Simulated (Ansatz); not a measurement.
Cost and result for the atomization energy of `C=C(C)[C](=N)[AlH2]` (14 atoms, 13 bonds).

```xyz
14

C    -0.624    1.943    0.478
C    -0.088    0.728    0.384
C     0.890    0.197    1.384
C    -0.442   -0.180   -0.744
N    -1.280    0.224   -1.626
Al    0.269   -2.013   -1.029
H    -0.371    2.610    1.294
H    -1.328    2.288   -0.270
H     1.090    0.925    2.171
H     0.521   -0.720    1.856
H     1.844   -0.061    0.911
H    -1.439   -0.484   -2.345
H    -0.339   -2.653   -2.351
H     1.297   -2.805   -0.114
```

The species carries charge 0 and has multiplicity 1. Geometry: relaxed with PBE0-D4/def2-TZVP. It is one conformer, not always the lowest. Program: Ansatz. All runs use 4 threads of an Intel Xeon Platinum 8375C on a shared host. Times are those of one run each, without the atoms' runs, and a repeat can differ threefold. Electronic energies, without spin–orbit coupling; frozen cores. CCSD(T)/CBS adds CCSD(T) − MP2 in def2-TZVPP to the MP2 limit, and its time is that of the two runs behind it. T1 = 0.012; the RHF reference is unstable towards UHF. B3LYP takes the VWN-RPA correlation (the form of Gaussian; ORCA's B3LYP/G).

CCSD(T)/CBS is a level of theory with its own doubt, some kJ/mol a heavy atom from the limit and from the frozen cores, so smaller differences don't rank the functionals.

```json
{"level": "PBE0-D4/def2-TZVPP", "functions": "309", "wall time": "4.7 s"}
{"level": "PBE-D4/def2-TZVPP (with forces)", "functions": "309", "wall time": "4.9 s"}
{"level": "B3LYP-D4/def2-TZVPP (with forces)", "functions": "309", "wall time": "6 s"}
{"level": "B2PLYP/def2-TZVPP", "functions": "309", "wall time": "7.5 s"}
{"level": "r2SCAN-D4/def2-TZVPP (with forces)", "functions": "309", "wall time": "8 s"}
{"level": "ωB97X-V/def2-TZVPP", "functions": "309", "wall time": "8.5 s"}
{"level": "ωB97M-V/def2-TZVPP (with forces)", "functions": "309", "wall time": "12 s"}
{"level": "MP2/def2-QZVPP", "functions": "595", "wall time": "36 s"}
{"level": "CCSD(T)/def2-TZVPP", "functions": "309", "wall time": "7.8 min"}
{"level": "CCSD(T)/CBS(def2)", "functions": "–", "wall time": "8.4 min"}
```

Question: What atomization energy does each give, and how far from CCSD(T)/CBS? (Estimate.)

Answer: The calculation gave: 
```csv
level,atomization (kJ/mol),difference from CCSD(T)/CBS,per bond
PBE0-D4/def2-TZVPP,5393.7,37.6,2.9
PBE-D4/def2-TZVPP (with forces),5499.0,142.9,11.0
B3LYP-D4/def2-TZVPP (with forces),5379.2,23.1,1.8
B2PLYP/def2-TZVPP,5312.8,-43.3,-3.3
r2SCAN-D4/def2-TZVPP (with forces),5371.2,15.1,1.2
ωB97X-V/def2-TZVPP,5373.2,17.1,1.3
ωB97M-V/def2-TZVPP (with forces),5380.6,24.5,1.9
MP2/def2-QZVPP,5378.7,22.6,1.7
CCSD(T)/def2-TZVPP,5220.7,-135.4,-10.4
CCSD(T)/CBS(def2),5356.1,0.0,0.0
```

In def2-TZVPP, CCSD(T) changes the Hartree–Fock value by +1346.1 kJ/mol (the triples alone add +90.1 kJ/mol) and MP2 by +1424.0 kJ/mol; breaking electron pairs costs correlation energy, which Hartree–Fock lacks. The D4 term adds +50.4 kJ/mol with B3LYP and +26.7 kJ/mol with PBE0; it sums over pairs of atoms, weighted by their polarisabilities, and B3LYP, whose exchange is more repulsive, gets the larger term. From PBE to PBE0 (25 % exact exchange), in def2-TZVPP and without D4, the atomization energy moves by −100.6 kJ/mol: exact exchange takes away binding that semilocal exchange gives to molecules.
